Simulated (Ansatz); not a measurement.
HIZn (SMILES [ZnH][I]), singlet, geometry from GFN2-xTB (such geometries of metal compounds can be far from the true shape) (core potentials on I); PBE0/def2-QZVPPD in Ansatz (a first-principles code).

The Ansatz input:
Ansatz 0.2 input:
```yaml
crystal:
  periodic: [false, false, false]
  atoms:
    - {symbol: Zn, position_ang: [-0.00000000, -0.00000000, -1.51651017]}
    - {symbol: H, position_ang: [-0.00000000, -0.00000000, -2.98158982]}
    - {symbol: I, position_ang: [0.00000000, 0.00000000, 0.91465839]}
basis:
  gaussian:
    orbitals: def2-QZVPPD.json
hamiltonian:
  xc: pbe0
```
The basis file holds def2-QZVPPD in the JSON format of the Basis Set Exchange.

What the program printed (banner, timings and long lists left out):

```
Functional definition: PBE0
1193 factors; their error is unknown
mean field evaluation 1: about -56531.7476 eV, gradient 3.5e1 eV
mean field evaluation 2: about -56529.4890 eV, gradient 6.8e1 eV
mean field evaluation 4: about -56533.1005 eV, gradient 8.7e-1 eV
mean field evaluation 8: about -56533.0996 eV, gradient 1.9e-2 eV
mean field evaluation 16: about -56533.2173 eV, gradient 2.1e-5 eV
mean field -56533.21733181 eV, -2077.5574173529 hartree, gradient 2.1e-5 eV, S^2 0.000000; 0 other end points of the search recorded, 0 dependent functions left out
reference -56533.21736602 eV, -2077.5574186100 hartree; 28, 28 occupied and 196, 196 virtual orbitals, 1193 factors
Total energy: -56533.21736602 eV, -2077.5574186100 hartree
```
